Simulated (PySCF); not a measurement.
Coordinates in bohr (charge 0 multiplicity 1):
```
Hf    1.9560    0.0000    0.0000
Hf   -0.9780    0.0000    3.5082
Hf   -0.9780    0.0000   -3.5082
```

Computed with PBE0 in PySCF with Hf def2-TZVP with ECP60; scalar-relativistic core potentials, no spin–orbit coupling; density-fitted integrals.

This geometry of Hf₃ is a stationary point at this level.

Problem. What is the point group?

Solution. C2v.

Problem. Is it a minimum?

Solution. Yes: all harmonic wavenumbers are real, though the softest, 54 cm⁻¹, leaves little margin.

Problem. Give the atomic charges and bond orders.

Solution. 
```tsv
atom	Mulliken	Löwdin	polar tensor	Mayer order to Hf1
Hf1	0.16	-0.42	-0.45	–
Hf2,3	-0.08	0.21	0.22	2.43
```
Other Mayer orders above 0.3: Hf–Hf 1.14.

Problem. Give the ideal-gas entropy at 298.15 K and 1 bar by parts.

Solution. translation 187.3, rotation 126.4, vibration 37.5, spin 0.0; total 351.2 J/(mol K).

Stability towards spin polarisation was not tested. This need not be the most stable arrangement of these atoms. At this level a triplet minimum of D3h symmetry lies 196 kJ/mol below this structure. Spin–orbit coupling, left out here, can matter for elements this heavy.
